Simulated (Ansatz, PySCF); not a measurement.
Stretching the Si2–H4 bond in Cl2H2Si (SMILES Cl[SiH2]Cl) (multiplicity 1 held, fragments rigid). Energies count from the point at 1.470 Å.
Geometry at that point (charge 0, multiplicity 1):
```json
[
 {"atom": "Cl", "x (Å)": "-1.6761", "y (Å)": "0.4337", "z (Å)": "-0.0037"},
 {"atom": "Si", "x (Å)": "-0.0115", "y (Å)": "-0.7660", "z (Å)": "0.0237"},
 {"atom": "Cl", "x (Å)": "1.6883", "y (Å)": "0.3828", "z (Å)": "-0.0216"},
 {"atom": "H", "x (Å)": "-0.0165", "y (Å)": "-1.5412", "z (Å)": "1.2727"},
 {"atom": "H", "x (Å)": "-0.0307", "y (Å)": "-1.6168", "z (Å)": "-1.1749"}
]
```

R- and RO- levels are restricted; in cc, def2 and unpolarised 6-31G sets they are followed outwards from rest. U- levels take the lowest unrestricted solution at each point, which mixes spins at long bonds. Levels need not reach the same state.

Correlated levels freeze the cores. Rows in 6-31G* carry no dispersion term and start afresh at each structure (6-31G* with six Cartesian d functions).

Codes used: Ansatz (Gaussian orbitals); PySCF for 6-31G* rows. Each number belongs to the level named beside it.

| level | energy at R = 4.704 Å (eV) |
|---|---|
| U-HF/6-31G* | 3.333 |
| U-B3LYP/6-31G* | 4.036 |
| R-B3LYP/cc-pV(T+d)Z | 5.627 |
| R-wB97X-V/cc-pV(T+d)Z | 6.933 |
| U-wB97X-V/cc-pV(T+d)Z | 4.175 |
| R-MP2/cc-pV(T+d)Z | ___ |
| U-MP2/cc-pV(T+d)Z | 4.044 |
| R-SCS-MP2/cc-pV(T+d)Z | ___ |
| U-CCSD/cc-pV(T+d)Z | 4.144 |

Task: What belongs in the gaps?

Result: 
- R-MP2/cc-pV(T+d)Z, energy at R = 4.704 Å (eV): 5.407
- R-SCS-MP2/cc-pV(T+d)Z, energy at R = 4.704 Å (eV): 5.084

Doubts at one or more of the structures used: a spin-contaminated determinant (U-HF/6-31G*, U-B3LYP/6-31G*, U-wB97X-V/cc-pV(T+d)Z, U-MP2/cc-pV(T+d)Z, U-CCSD/cc-pV(T+d)Z); a restricted determinant that unrestricted orbitals would lower (R-B3LYP/cc-pV(T+d)Z, R-wB97X-V/cc-pV(T+d)Z, R-MP2/cc-pV(T+d)Z, R-SCS-MP2/cc-pV(T+d)Z).

Ansatz is a program for electronic structure.
